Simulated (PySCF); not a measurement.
# Working with the constants of SnCl⁺

RHF-CCSD(T) constants of SnCl⁺, ¹Σ⁺ (singlet), closed shell (basis Sn def2-TZVPPD with ECP28, Cl def2-TZVPPD; scalar-relativistic core potentials; PySCF 2.14; masses 119.9022 and 34.9689 u):

| Item | Value |
| --- | --- |
| ωe | 432.8 cm⁻¹ |
| ωexe | 1.14 cm⁻¹ |
| Be | 0.1217 cm⁻¹ |
| αe | 0.000450 cm⁻¹ |
| De to Sn⁺ + Cl | 4.08 eV |

What force constant and bond length do these constants imply?

Reduced mass μred = 27.073 u; k = 5.8918×10⁻⁷·μred·ωe² (u, cm⁻¹, mdyn/Å) = 2.99 mdyn/Å; Re = √(16.8576/(μred·Be)) (u, cm⁻¹, Å) = 2.262 Å.

Estimate the centrifugal constant D from the Kratzer relation and find the Dunham coefficient a1.

D = 4Be³/ωe² = 3.85e-08 cm⁻¹; a1 = −1 − αeωe/(6Be²) = -3.19.

Correlated steps freeze 9 core orbitals. Spin–orbit coupling is left out, which matters for elements this heavy, above all for dissociation energies. For an ion De counts to the pair picked by the measured ionisation energies or electron affinities, which need not be the lowest pair at this level. Where the molecule has an RHF reference, its open-shell atoms are computed with UHF.
